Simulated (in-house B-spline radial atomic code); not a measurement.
Cs⁺. Computed with a B-spline radial atomic code. Model: non-relativistic spherical atom: semilocal Troullier-Martins pseudo-atom, one channel per l, against all electrons, high spin, G0W0 and RPA with empty states to l = 8, local potential for every l without a channel, a model core (radius 0 = none) keeps its share of the functional.

Without relativity these are model numbers for so heavy an element.

What the tables leave out is listed at the end.

The pseudopotential gives back the lowest level of each angular momentum of its own functional in the configuration it was made in; a second state of the same l is only approximately right. Exact exchange, RPA and GW see the smooth pseudo-orbitals and miss the exchange with the core, for which the functional's share stands in. The column with an uncorrelated core keeps all orbitals and exact exchange, and so separates missing core correlation from pseudisation. Only the three outermost levels and the lowest empty one were computed. RPA here is direct RPA, with no exchange kernel, and its energies carry an (l + 1/2)⁻⁴ tail. A hybrid on a potential with a model core restores only its own semilocal share of the core's exchange.

Command:
```bash
python run_psgw.py task.json out
```
Settings (lengths in bohr, energies in hartree):
```
Z                      55
electrons              54
configuration          [Kr] 4d10 5s2 5p6
generated_in           [Kr] 4d10 5s2 5p6
functional             lda,vwn
core_shells            9
radius_factor          0.9
core_correction        False
```

Time taken, with all properties: 32 s on 1 thread of Arm Neoverse N1 (shared host).

Given: made with LDA VWN5; model core radius 0 bohr; local radius 1.592 bohr; mean-field start LDA VWN5.

Valence shells of the generating configuration: 5s, 5p.

Channel: s 1.443, p 1.601, d 2.437 (radii in bohr).

Computed: largest level miss in the spin-unpolarised generating configuration 0 eV; valence RPA correlation energy all-electron orbitals -0.35435 hartree; valence RPA correlation energy pseudo -0.38666 hartree; all-electron RPA polarisability, core included 14.668 bohr³.

```
     level  occupied  mean-field all-electron (eV)  mean-field pseudo minus all (eV)  G0W0 all-electron (eV)  G0W0 uncorrelated core minus all (eV)  G0W0 pseudo minus all (eV)  exchange self-energy all-electron (eV)  exchange self-energy pseudo (eV)
        5p         1                         -18.8                                 0                 -23.534                                  0.346                      -0.155                                 -21.071                           -17.243
6s (empty)         0                       -5.3776                            -0.059                 -3.5897                                  0.084                      -0.056                                 -1.5057                          -0.87471
```

Q: What is the pseudo-atom RPA polarisability?

A: 14.712 bohr³.

Given: mean-field start PBE0.

Computed: valence RPA correlation energy all-electron orbitals -0.3277 hartree; all-electron RPA polarisability, core included 13.32 bohr³; pseudo-atom RPA polarisability 13.143 bohr³.

| level | occupied | mean-field all-electron (eV) | mean-field pseudo minus all (eV) | G0W0 all-electron (eV) | G0W0 uncorrelated core minus all (eV) | G0W0 pseudo minus all (eV) | exchange self-energy all-electron (eV) | exchange self-energy pseudo (eV) |
| --- | --- | --- | --- | --- | --- | --- | --- | --- |
| 5p | 1 | -20.111 | -0.105 | -23.718 | 0.337 | -0.016 | -20.948 | -17.341 |
| 6s (empty) | 0 | -4.8021 | -0.049 | -3.6832 | 0.067 | -0.018 | -1.1963 | -0.70924 |

Q: What is the valence RPA correlation energy pseudo?

A: -0.3589 hartree.

Given: mean-field start Hartree-Fock.

Computed: valence RPA correlation energy all-electron orbitals -0.26798 hartree; valence RPA correlation energy pseudo -0.29513 hartree; all-electron RPA polarisability, core included 10.903 bohr³.

```
     level  occupied  mean-field all-electron (eV)  mean-field pseudo minus all (eV)  G0W0 all-electron (eV)  G0W0 uncorrelated core minus all (eV)  G0W0 pseudo minus all (eV)  exchange self-energy all-electron (eV)  exchange self-energy pseudo (eV)
        5p         1                       -23.368                            -0.099                 -24.113                                  0.316                       0.118                                 -20.679                           -17.297
        5s         1                       -38.271                            -0.146                 -36.413                                  0.317                       0.216                                  -26.93                           -22.189
6s (empty)         0                       -3.3473                            -0.029                 -3.6764                                  0.031                      -0.017                                -0.57095                          -0.36106
```

Q: What is the pseudo-atom RPA polarisability?

A: 10.695 bohr³.

Among the listed levels the largest G0W0 shift of the pseudo-atom is +0.22 eV, for 5s on the Hartree-Fock start, while leaving the core uncorrelated moves that level by +0.32 eV. The rest, -0.10 eV, comes from pseudisation and the lost core exchange. Not in the tables (levels of low weight, unsolved or above zero; the highest and the empty levels are kept at any weight): on LDA the G0W0 levels 5s (pseudo minus all +0.10 eV, weights 0.32 and 0.37); on PBE0 the G0W0 levels 5s (pseudo minus all +0.19 eV, weights 0.64 and 0.64).
